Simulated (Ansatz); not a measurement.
Two structures of SiNH₄ClF₂, closed shell, reached by relaxing down either side of one saddle point (PBE0-D4/def2-TZVP). Energies are electronic, without zero-point energy. Computed with Ansatz 0.2.0 (basis: def2-TZVPP and def2-QZVPP); correlated methods freeze the cores. Extrapolation: Hartree–Fock as exp(−7.88 √X), correlation as X^−2.97. First:

```
9
angstrom
Si -0.4732 0.1005 -0.8193
Cl 1.4232 0.7267 -1.4670
F -0.7475 -1.4794 -0.6414
F -1.3749 1.1257 0.0403
H -1.1564 0.2758 -2.1181
H 1.2185 -0.8280 0.9415
N 0.4642 -0.1544 1.0172
H 0.8512 0.7239 1.3446
H -0.2051 -0.4908 1.7023
```

Second:

```
9
angstrom
Si -1.0900 0.1141 -0.3332
Cl 2.9028 -0.4515 -0.9069
F -1.2971 -1.3769 -0.8139
F -2.4550 0.5681 0.3340
H -0.8157 1.0134 -1.4590
H 1.7943 -0.2701 -0.2312
N 0.2231 0.0881 0.7637
H 0.4986 0.9632 1.1893
H 0.2391 -0.6485 1.4572
```

Which bonds change from the first to the second?

SiHClF₂ ([F][SiH]([F])[Cl]) + NH₃ → SiNH₃F₂ ([NH2][SiH]([F])[F]) + HCl; bonds formed: Cl2–H6; dative contacts that become bonds: Si1–N7; bonds broken: Si1–Cl2, H6–N7.

Give the saddle point's structure and its height above each. (An estimate is asked for; the value comes from the calculation.)

The calculation gives: 18.88 kcal/mol above the first and 11.23 kcal/mol above the second (CCSD(T) at an estimated basis limit (MP2 extrapolated from triple and quadruple zeta, plus CCSD(T) − MP2 in triple zeta)).
```json
{"atom": "Si1", "x (Å)": "-0.7677", "y (Å)": "0.0576", "z (Å)": "-0.5055"}
{"atom": "Cl2", "x (Å)": "1.9865", "y (Å)": "-0.4272", "z (Å)": "-1.3005"}
{"atom": "F3", "x (Å)": "-1.0106", "y (Å)": "-1.4541", "z (Å)": "-0.8548"}
{"atom": "F4", "x (Å)": "-2.1128", "y (Å)": "0.5334", "z (Å)": "0.2043"}
{"atom": "H5", "x (Å)": "-0.5097", "y (Å)": "1.0066", "z (Å)": "-1.5778"}
{"atom": "H6", "x (Å)": "1.3330", "y (Å)": "-0.1212", "z (Å)": "0.2259"}
{"atom": "N7", "x (Å)": "0.3966", "y (Å)": "0.0887", "z (Å)": "0.8808"}
{"atom": "H8", "x (Å)": "0.4483", "y (Å)": "0.9742", "z (Å)": "1.3756"}
{"atom": "H9", "x (Å)": "0.2363", "y (Å)": "-0.6579", "z (Å)": "1.5520"}
```

No T1 diagnostic of these runs exceeds 0.011.

The step is the kind of exchange with an N–H group that builds nitride films in atomic layer and chemical vapour deposition.

Labels in which every atom is bracketed show which atoms are joined, not bond orders.

For scale, one of the runs: CCSD(T)/def2-TZVPP, 233 basis functions, launched by `ansatz run in.yaml --threads 4 --pin off --events-out ev --progress --plain --max-ram 9574MiB`. Time: 3.5 min of wall clock on 4 CPU threads of an Arm Neoverse N1; the host was shared. Peak host memory: 4.2 GiB.
